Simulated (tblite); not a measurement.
Species: C₈H₈Ge.
Numbering: `[CH:1]#[C:2]/[CH:3]=[CH:4]\[C:5]#[C:6][C:7](=[CH2:8])[GeH3:9]` (hydrogens: H10 on C1; H11 on C3; H12 on C4; H13, H14 on C8; H15, H16, H17 on Ge9)

Computed with GFN2-xTB (tblite), gas phase: L-BFGS steps from a force-field or distance-geometry start until the largest atomic force falls under 0.01 eV/Å.

Step 27: E = -623.9111 eV
```
atom  x, y, z in Å  |  force x, y, z in eV/Å
C1      3.2152    0.6515   -1.2823    0.011  -0.045  -0.003
C2      2.7965   -0.4598   -1.0940    0.005   0.006  -0.002
C3      2.2940   -1.7522   -0.8690   -0.018  -0.052   0.030
C4      1.0592   -1.9745   -0.3805   -0.033   0.029  -0.009
C5      0.2003   -0.9128   -0.0708    0.029   0.039   0.002
C6     -0.4223    0.1018    0.1530   -0.016   0.015  -0.003
C7     -1.2121    1.2295    0.4280    0.016  -0.003  -0.024
C8     -0.7882    2.4604    0.1241   -0.001  -0.001   0.009
Ge9    -2.9489    0.8979    1.2688    0.019  -0.071  -0.002
H10     3.5932    1.6146   -1.4507    0.011   0.020  -0.005
H11     2.9550   -2.5756   -1.1014    0.023  -0.022  -0.021
H12     0.6899   -2.9796   -0.2167    0.047   0.035  -0.007
H13     0.1706    2.6384   -0.3392   -0.008  -0.015   0.009
H14    -1.3974    3.3252    0.3361   -0.005  -0.005  -0.009
H15    -2.7779    0.4708    2.6927   -0.021   0.016   0.004
H16    -3.7731    2.1421    1.2241   -0.042   0.011   0.025
H17    -3.6612   -0.2163    0.5678   -0.018   0.043   0.009
```

Step 28: E = -623.9116 eV
```
atom  x, y, z in Å  |  force x, y, z in eV/Å
C1      3.2208    0.6507   -1.2846    0.019  -0.023  -0.006
C2      2.7984   -0.4589   -1.0947   -0.008  -0.020   0.005
C3      2.2934   -1.7514   -0.8685    0.015  -0.017   0.013
C4      1.0584   -1.9731   -0.3802    0.002   0.017  -0.018
C5      0.2001   -0.9123   -0.0697    0.028   0.029   0.000
C6     -0.4244    0.1005    0.1550   -0.007   0.016  -0.008
C7     -1.2130    1.2278    0.4290   -0.011   0.011  -0.011
C8     -0.7900    2.4585    0.1245   -0.001   0.012   0.007
Ge9    -2.9498    0.8974    1.2696    0.001  -0.024   0.004
H10     3.6020    1.6135   -1.4541   -0.003  -0.015   0.000
H11     2.9547   -2.5750   -1.1015    0.011  -0.014  -0.017
H12     0.6911   -2.9783   -0.2172    0.033   0.016  -0.001
H13     0.1676    2.6380   -0.3396    0.007  -0.016   0.003
H14    -1.4002    3.3220    0.3366   -0.012   0.010  -0.007
H15    -2.7796    0.4707    2.6933   -0.022   0.010   0.007
H16    -3.7737    2.1446    1.2260   -0.023  -0.018   0.025
H17    -3.6626   -0.2131    0.5662   -0.028   0.026   0.004
```

Step 29: E = -623.9119 eV
```
atom  x, y, z in Å  |  force x, y, z in eV/Å
C1      3.2228    0.6499   -1.2854    0.021  -0.013  -0.007
C2      2.7989   -0.4591   -1.0948   -0.007  -0.027   0.007
C3      2.2934   -1.7518   -0.8680    0.032   0.007  -0.002
C4      1.0580   -1.9721   -0.3804    0.025   0.007  -0.018
C5      0.2008   -0.9112   -0.0694    0.026   0.021  -0.003
C6     -0.4254    0.1004    0.1554    0.000   0.014  -0.010
C7     -1.2134    1.2274    0.4289   -0.026   0.017  -0.001
C8     -0.7905    2.4580    0.1247   -0.002   0.016   0.003
Ge9    -2.9498    0.8965    1.2698   -0.013   0.014   0.008
H10     3.6043    1.6131   -1.4550   -0.011  -0.035   0.003
H11     2.9549   -2.5754   -1.1020    0.001  -0.008  -0.011
H12     0.6922   -2.9773   -0.2174    0.017   0.003   0.003
H13     0.1667    2.6375   -0.3395    0.013  -0.014   0.001
H14    -1.4012    3.3210    0.3366   -0.014   0.017  -0.006
H15    -2.7805    0.4712    2.6937   -0.020   0.006   0.010
H16    -3.7748    2.1449    1.2272   -0.008  -0.036   0.024
H17    -3.6636   -0.2114    0.5656   -0.035   0.011  -0.001
```

Step 30: E = -623.9122 eV
```
atom  x, y, z in Å  |  force x, y, z in eV/Å
C1      3.2258    0.6483   -1.2865    0.020  -0.006  -0.006
C2      2.7994   -0.4596   -1.0949    0.005  -0.023   0.005
C3      2.2941   -1.7524   -0.8673    0.044   0.025  -0.019
C4      1.0580   -1.9707   -0.3811    0.043  -0.003  -0.010
C5      0.2023   -0.9093   -0.0691    0.020   0.012  -0.007
C6     -0.4265    0.1006    0.1557    0.007   0.009  -0.013
C7     -1.2143    1.2273    0.4288   -0.034   0.019   0.008
C8     -0.7913    2.4578    0.1252   -0.005   0.018  -0.002
Ge9    -2.9501    0.8956    1.2703   -0.026   0.049   0.012
H10     3.6071    1.6120   -1.4561   -0.015  -0.048   0.005
H11     2.9551   -2.5762   -1.1028   -0.007  -0.003  -0.005
H12     0.6941   -2.9760   -0.2176   -0.003  -0.009   0.007
H13     0.1659    2.6366   -0.3394    0.015  -0.009   0.001
H14    -1.4027    3.3202    0.3364   -0.012   0.023  -0.005
H15    -2.7820    0.4718    2.6945   -0.017  -0.001   0.012
H16    -3.7764    2.1447    1.2293    0.004  -0.048   0.022
H17    -3.6656   -0.2091    0.5649   -0.039  -0.005  -0.006
```

Q: Estimate the geometry and energy of step 31. (The exact step hangs on the optimiser's Hessian estimate; all steps are aligned on step 30, rigid shifts and turns removed.)

A: E = -623.9129 eV, largest force 0.087 eV/Å
```
atom  x, y, z in Å  |  force x, y, z in eV/Å
C1      3.2331    0.6452   -1.2893    0.014  -0.006  -0.002
C2      2.8009   -0.4601   -1.0951    0.031  -0.008  -0.001
C3      2.2958   -1.7525   -0.8666    0.046   0.035  -0.039
C4      1.0589   -1.9683   -0.3822    0.055  -0.012   0.007
C5      0.2050   -0.9061   -0.0684    0.010   0.003  -0.013
C6     -0.4286    0.1006    0.1565    0.016   0.002  -0.014
C7     -1.2169    1.2269    0.4292   -0.033   0.017   0.017
C8     -0.7933    2.4572    0.1259   -0.010   0.017  -0.008
Ge9    -2.9519    0.8949    1.2718   -0.037   0.078   0.013
H10     3.6150    1.6087   -1.4592   -0.017  -0.052   0.004
H11     2.9552   -2.5771   -1.1042   -0.008   0.000   0.001
H12     0.6974   -2.9739   -0.2181   -0.028  -0.018   0.012
H13     0.1638    2.6349   -0.3394    0.010  -0.003   0.005
H14    -1.4065    3.3186    0.3360   -0.004   0.030  -0.006
H15    -2.7857    0.4724    2.6962   -0.014  -0.010   0.012
H16    -3.7787    2.1445    1.2337    0.011  -0.050   0.019
H17    -3.6705   -0.2045    0.5633   -0.043  -0.022  -0.007
```

The energy changes by -0.0006 eV. The first-order estimate −F·Δx gives -0.0008 eV and the mean of the old and new forces, exact on a quadratic surface, -0.0006 eV. The step makes an angle of 72° with the force vector and moves no atom by more than 0.009 Å.

The cost below is that of the whole relaxation. The run took 0.95 s on one thread, Arm Neoverse N1 (aarch64), on a shared host.
